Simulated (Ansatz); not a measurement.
`NBBF` + CH₃OH → `COBF` + `BN`  (cleavage of the B–B bond)

Gas-phase electronic energies from Ansatz, PBE0-D4/def2-TZVP geometries. CCSD(T)/CBS is the MP2 limit (def2-TZVPP, def2-QZVPP) plus CCSD(T) − MP2 in def2-TZVPP, frozen cores. This one scheme is used for every species. Functionals use def2-TZVPP. Each species was taken in one conformer, which may not be the lowest.

```tsv
level	ΔE (kcal/mol)
B97M-V	-45.7
BHLYP-D4	-46.9
```

What does CCSD(T)/CBS give? (An estimate is asked.)

The calculation gave: -44.4 kcal/mol. The listed levels differ from it by -1.3, -2.5 kcal/mol.

What do rigid-rotor, harmonic-oscillator terms from PBE0-D4/def2-TZVP frequencies (298.15 K, 1 bar) make of the CCSD(T)/CBS value? (Best estimate.)

Ansatz gave: ΔZPE = -0.1 kcal/mol, ΔH = -44.8 kcal/mol, ΔS = -25 J/(mol·K), ΔG = -43.0 kcal/mol. Modes under 50 cm⁻¹ make the entropy rough.

Largest T1 diagnostic among the species: 0.015.

From PBE to PBE0 (25 % exact exchange), in def2-TZVPP and without D4, ΔE moves by −0.9 kcal/mol. At CCSD(T), def2-SVP lies −4.3 kcal/mol from the extrapolated value and def2-TZVPP −0.6 kcal/mol. Leaving LDA and LC-ωPBE aside and taking each functional with its dispersion term where it has one, the values, not all of them listed here, spread over 4.7 kcal/mol, from BHLYP-D4 to revPBE-D4. LDA lies −3.0 kcal/mol from PBE without D4.
